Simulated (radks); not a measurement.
Polarisability of the oxygen ion O4+, [He] 2s2, at imaginary frequency. Method: non-relativistic Kohn-Sham, PBE, spin-polarised, spherical densities, point nucleus; computed with a radial shooting solver on a logarithmic mesh with Libxc functionals. Response by self-consistent Sternheimer equations with the Hartree and adiabatic LDA kernel.

| w (hartree) | alpha1(iw) (bohr^3) | alpha2(iw) (bohr^5) |
|---|---|---|
| 0.00266 | 1.172 | 0.5113 |
| 0.0143 | 1.171 | 0.5113 |
| 0.0360 | 1.169 | 0.5112 |
| 0.0697 | 1.161 | 0.5109 |
| 0.118 | 1.140 | 0.5103 |
| 0.186 | 1.098 | 0.5089 |
| 0.280 | 1.017 | 0.5060 |
| 0.413 | 0.8833 | 0.4999 |
| 0.605 | 0.6978 | 0.4875 |
| 0.892 | 0.4897 | 0.4624 |
| 1.35 | 0.3052 | 0.4123 |
| 2.12 | 0.1710 | 0.3213 |
| 3.59 | 0.08374 | 0.1907 |
| 6.94 | 0.03179 | 0.07103 |
| 17.5 | 0.007516 | 0.01288 |

Static values: alpha1 = 1.172 bohr^3 (0.1736 angstrom^3; uncoupled 2.171), alpha2 = 0.5113 bohr^5, alpha3 = 0.7354 bohr^7. C6 = 0.7968, C8 = 2.835, triple-dipole C9 = 0.6714 atomic units. One-pole (London) frequency 4 C6 / (3 alpha1^2) = 0.774 hartree, against 3.772 for minus the highest occupied eigenvalue.
